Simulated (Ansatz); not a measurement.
`B[O][Al]([Cl])[Cl]` + `[CH3][AlH][CH3]` → `B[CH2][AlH][CH3]` + `[OH][Al]([Cl])[Cl]`  (formal exchange of groups at a B–O bond)

Calculated with Ansatz (gas phase, PBE0-D4/def2-TZVP geometries, no zero-point term in ΔE). CCSD(T)/CBS adds triple-zeta CCSD(T) − MP2 to the extrapolated MP2 energy (def2 sets, frozen cores). DFT in def2-TZVPP. Each species was taken in one conformer, which may not be the lowest.

```
             species  CAM-B3LYP energy (Eh)
`B[O][Al]([Cl])[Cl]`            -1264.41319
   `[CH3][AlH][CH3]`             -322.84799
  `B[CH2][AlH][CH3]`             -348.27697
`[OH][Al]([Cl])[Cl]`            -1238.94496
```

Task: Work out ΔE.

Result: ΔE = (-348.27697) + (-1238.94496) − (-1264.41319) − (-322.84799) = 0.03925 Eh = +103.1 kJ/mol. CCSD(T)/CBS gives +91.3 kJ/mol.

Largest T1 diagnostic among the species: 0.011.

From BLYP to BHLYP (50 % exact exchange), in def2-TZVPP and without D4, ΔE moves by +7.7 kJ/mol. At CCSD(T), def2-SVP lies +22.7 kJ/mol from the extrapolated value and def2-TZVPP +1.6 kJ/mol.
